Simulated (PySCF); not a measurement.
Simulation results for CH5ClSi2, ClH4Si2, CH5BSi2

Calculation on a computer-drawn molecule: the log of a Hartree-Fock and frozen-core CCSD(T) single point meant for a local Hartree-Fock minimum, with one planted fault or none, to be diagnosed. Offsets are logged minus clean, where the clean run is the same molecule without the fault. The reference is restricted for singlets and unrestricted otherwise, and also for a bond in bohr or an excited solution. Adding or removing an electron swaps singlet and doublet. The excited solution moves the top pair (singlet) or top alpha electron (doublet) to the lowest empty orbital. Highest occupied and lowest empty are orbital energies over both spins, largest force is the largest gradient component, triples share is (T) over the correlation energy, the T1 limit is 0.02 restricted and 0.045 unrestricted, electrons count all cores, a negative frequency is imaginary (commonest isotopes), and the dipole is about the centre of nuclear charge. Program: PySCF 2.14.0.

Common to all runs: meant charge 0; meant basis cc-pV(D+d)Z; logged SCF converged yes; possible faults no fault, one electron removed, one electron added, multiplicity raised by two, geometry at a saddle point, SCF held on an excited solution, minimal basis STO-3G, one bond length entered in bohr, all coordinates scaled.

(1) CH5ClSi2

Logged structure:
```xyz
9
CH5ClSi2
Si     1.6379     2.7620    -0.0234
C      1.8104     1.2189    -0.6603
Si     2.7171     0.0755    -0.2220
Cl     3.9017     0.1373     1.1943
H      0.3763     2.9789     0.3835
H      1.9248     3.6992    -0.9419
H      2.4579     2.9266     1.0240
H      1.2497     0.9895    -1.4390
H      2.7864    -1.1195    -0.7894
```

```
meant multiplicity                   : 1
logged electrons                     : 56
logged basis functions               : 108
logged spin squared                  : 0
logged highest occupied              : -9.3504 eV
logged lowest empty                  : 2.7423 eV
logged largest force                 : 0.09568 hartree/bohr
logged T1 diagnostic                 : 0.011055
logged D1 diagnostic                 : 0.034568
logged triples share                 : 0.02731
logged CC converged                  : yes
logged dipole magnitude              : 2.3685 debye
logged SCF stable within its kind    : yes
logged energy HF                     : -1078.05063 hartree
logged energy CCSD(T)                : -1078.58475 hartree
planted fault                        : all coordinates scaled, by -9.5 %
HF energy offset from clean run      : 66.66 kcal/mol
CCSD(T) energy offset from clean run : 72.75 kcal/mol
```

Drawn bonds:
```tsv
atom	other atom	order
1	2	1
2	3	2
3	4	1
1	5	1
1	6	1
1	7	1
2	8	1
3	9	1
```

(2) ClH4Si2

Logged structure:
```xyz
7
ClH4Si2
Si     0.9115     0.9058    -3.0258
Si    -1.1373     1.2091    -1.8905
Cl    -0.7884     1.7003     0.1085
H      0.6113     0.5499    -4.4324
H      1.7142    -0.1722    -2.4036
H      1.6691     2.1756    -2.9854
H     -2.0126     0.0150    -1.8985
```

```
meant multiplicity                   : 2
logged electrons                     : 50
logged basis functions               : 89
logged spin squared                  : 0
logged highest occupied              : -1.0953 eV
logged lowest empty                  : 8.3676 eV
logged largest force                 : 0.054931 hartree/bohr
logged T1 diagnostic                 : 0.011635
logged D1 diagnostic                 : 0.029873
logged triples share                 : 0.025343
logged CC converged                  : yes
logged dipole magnitude              : 2.3196 debye
logged SCF stable within its kind    : yes
logged energy HF                     : -1039.71814 hartree
logged energy CCSD(T)                : -1040.12927 hartree
planted fault                        : one electron added
HF energy offset from clean run      : -1.83 kcal/mol
CCSD(T) energy offset from clean run : -19.77 kcal/mol
```

Drawn bonds:
```tsv
atom	other atom	order
1	2	1
2	3	1
1	4	1
1	5	1
1	6	1
2	7	1
```

(3) ClH4Si2

Structure as in entry 2.

```
meant multiplicity                   : 2
logged electrons                     : 49
logged basis functions               : 89
logged spin squared                  : 3.7609
logged highest occupied              : -4.837 eV
logged lowest empty                  : -2.5089 eV
logged largest force                 : 0.036623 hartree/bohr
logged T1 diagnostic                 : 0.039255
logged D1 diagnostic                 : 0.21362
logged triples share                 : 0.031425
logged CC converged                  : yes
logged dipole magnitude              : 2.6125 debye
logged SCF stable within its kind    : yes
logged energy HF                     : -1039.49349 hartree
logged energy CCSD(T)                : -1039.87572 hartree
planted fault                        : multiplicity raised by two
HF energy offset from clean run      : 139.1 kcal/mol
CCSD(T) energy offset from clean run : 139.3 kcal/mol
```

Drawn bonds:
```tsv
atom	other atom	order
1	2	1
2	3	1
1	4	1
1	5	1
1	6	1
2	7	1
```

(4) CH5BSi2

Logged structure:
```xyz
9
CH5BSi2
Si     0.9455    -0.0628    -2.5758
B      0.6391    -1.5603    -1.2327
C     -0.5621    -1.7087    -0.2873
Si    -0.6138    -3.0610     0.7537
H      1.8074     0.7516    -1.6238
H      1.4823    -2.4336    -1.2225
H     -1.3660    -0.9789    -0.2525
H      0.4318    -4.0930     0.7620
H     -2.6342    -3.5685     2.6066
```

```
meant multiplicity                   : 1
logged electrons                     : 44
logged basis functions               : 99
logged spin squared                  : 1.4158
logged highest occupied              : -8.3567 eV
logged lowest empty                  : 0.67095 eV
logged largest force                 : 0.014688 hartree/bohr
logged T1 diagnostic                 : 0.083093
logged D1 diagnostic                 : 0.29771
logged triples share                 : 0.045108
logged CC converged                  : yes
logged dipole magnitude              : 2.4592 debye
logged SCF stable within its kind    : yes
logged energy HF                     : -643.10519 hartree
logged energy CCSD(T)                : -643.56154 hartree
planted fault                        : one bond length entered in bohr, row 8 of the drawn bonds
HF energy offset from clean run      : 66.76 kcal/mol
CCSD(T) energy offset from clean run : 76.27 kcal/mol
```

Drawn bonds:
```tsv
atom	other atom	order
1	2	1
2	3	1
3	4	2
1	5	1
2	6	1
3	7	1
4	8	1
4	9	1
```

Notes: T1 above single-reference limit.

(5) CH5BSi2

Logged structure:
```xyz
9
CH5BSi2
Si     0.9455    -0.0628    -2.5758
B      0.6391    -1.5603    -1.2327
C     -0.5621    -1.7087    -0.2873
Si    -0.6138    -3.0610     0.7537
H      1.8074     0.7516    -1.6238
H      1.4823    -2.4336    -1.2225
H     -1.3660    -0.9789    -0.2525
H      0.4318    -4.0930     0.7620
H     -1.6830    -3.3295     1.7342
```

```
meant multiplicity                : 1
logged electrons                  : 44
logged basis functions            : 99
logged spin squared               : 0
logged highest occupied           : -5.3782 eV
logged lowest empty               : -1.3938 eV
logged largest force              : 0.060142 hartree/bohr
logged CC converged               : no
logged dipole magnitude           : 4.4802 debye
logged SCF stable within its kind : no
logged energy HF                  : -643.0273 hartree
planted fault                     : SCF held on an excited solution
HF energy offset from clean run   : 115.6 kcal/mol
```

Drawn bonds:
```tsv
atom	other atom	order
1	2	1
2	3	1
3	4	2
1	5	1
2	6	1
3	7	1
4	8	1
4	9	1
```

Notes: CCSD not converged.
